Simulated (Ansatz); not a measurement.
Reaction (formal exchange of groups at the Si–Si bond): `O[SiH](O)[SiH2][SiH3]` + `OBS` → `OB(S)[SiH2][SiH3]` + `O[SiH2]O`

Computed with Ansatz on PBE0-D4/def2-TZVP structures; ΔE is electronic, products minus reactants. CBS: MP2 limit from def2 TZ/QZ plus the TZ coupled-cluster correction, frozen cores. DFT in def2-TZVPP. One conformer a species, not always the lowest.

`O[SiH](O)[SiH2][SiH3]`:

Z-matrix (Å, degrees):
```
Si
O 1 1.648
Si 1 2.343 2 103.6
O 1 1.647 2 112.8 3 123.1
H 1 1.486 2 110.7 3 -121.9
H 2 0.959 1 117.8 3 173.6
Si 3 2.338 1 110.3 2 -45.6
H 3 1.491 1 109.5 2 -167.1
H 3 1.493 1 109.4 2 75.1
H 4 0.959 1 117.4 2 -68.0
H 7 1.488 3 111.2 1 -174.3
H 7 1.486 3 109.9 1 65.1
H 7 1.488 3 109.6 1 -54.4
```

`OBS`:

Cartesian coordinates in Å:
```
O 0.983 0.997 -0.520
B -0.140 0.335 -0.168
S -0.067 -1.280 0.652
H 1.807 0.551 -0.305
H -1.191 0.844 -0.413
H -1.393 -1.446 0.754
```

`OB(S)[SiH2][SiH3]`:

Cartesian coordinates in Å:
```
O 1.433 -0.649 -1.860
B 0.496 0.217 -1.404
S -0.789 0.830 -2.533
Si 0.518 0.724 0.553
Si -0.639 -0.910 1.766
H 1.362 -0.886 -2.790
H -1.408 1.633 -1.657
H 1.904 0.840 1.088
H -0.176 2.029 0.756
H -0.674 -0.587 3.219
H 0.011 -2.237 1.591
H -2.040 -1.005 1.272
```

`O[SiH2]O`:

Cartesian coordinates in Å:
```
O -1.381 0.030 -0.443
Si 0.164 -0.393 -0.080
O 1.028 0.818 0.615
H -1.974 0.223 0.284
H 0.205 -1.480 0.926
H 0.740 -0.791 -1.385
H 1.218 1.592 0.083
```

(1) Is it downhill or uphill in electronic energy at CCSD(T)/CBS, and by how much? (Estimate.)

(2) What do these levels give: PBE-D4, PBE0-D4, ωB97X-V, PBE0, HF/def2-TZVPP, SCS-MP2/def2-TZVPP, CCSD(T)/def2-TZVPP, HF/def2-QZVPP, MP2/def2-QZVPP, SCS-MP2/def2-QZVPP, HF/CBS(def2), MP2/CBS(def2)? (Estimate.)

Largest T1 diagnostic among the species: 0.014.

## Answers

(1) Computed: Uphill: ΔE = +8.7 kJ/mol.

(2) Ansatz gave: PBE-D4 14.0, PBE0-D4 13.2, ωB97X-V 11.5, PBE0 13.2, HF/def2-TZVPP 10.5, SCS-MP2/def2-TZVPP 6.0, CCSD(T)/def2-TZVPP 8.0, HF/def2-QZVPP 10.4, MP2/def2-QZVPP 6.0, SCS-MP2/def2-QZVPP 6.4, HF/CBS(def2) 10.4, MP2/CBS(def2) 6.3 kJ/mol.
